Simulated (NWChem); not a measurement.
SrBr₂; SMILES [Br][Sr][Br]

```xyz
3

Sr     0.0000     0.0000     0.4145
Br     2.6976     0.0000    -0.2474
Br    -2.6976     0.0000    -0.2474
```
Atoms are numbered in this order, from 1.

Level: PBE-D3(BJ)/def2-SVP with def2 effective core potentials on Sr (NWChem), optimised geometry, unscaled harmonic frequencies. This build's default masses of Se (78.918 u) and Br (79.917 u) are each other's, which moves their modes by up to 0.6 %. def2 effective core potentials on Sr; no spin-orbit coupling.

Problem. List the harmonic frequencies with IR intensities, and the thermochemistry.

Solution. 
| frequency (cm⁻¹) | IR intensity (km/mol) |
|---|---|
| 25 | 17.9 |
| 172 | 4.3 |
| 253 | 81.8 |

| Property | Result |
|---|---|
| zero-point energy | 0.6 kcal/mol |
| thermal correction to the enthalpy at 298.15 K (with zero-point energy) | 4.3 kcal/mol |
| heat capacity Cv | 11.6 cal/(mol K) |
| entropy at 298.15 K and 1 atm (symmetry number 2) | 80.2 cal/(mol K) |

Rigid rotor and harmonic oscillator; modes under 100 cm⁻¹ make the entropy uncertain.
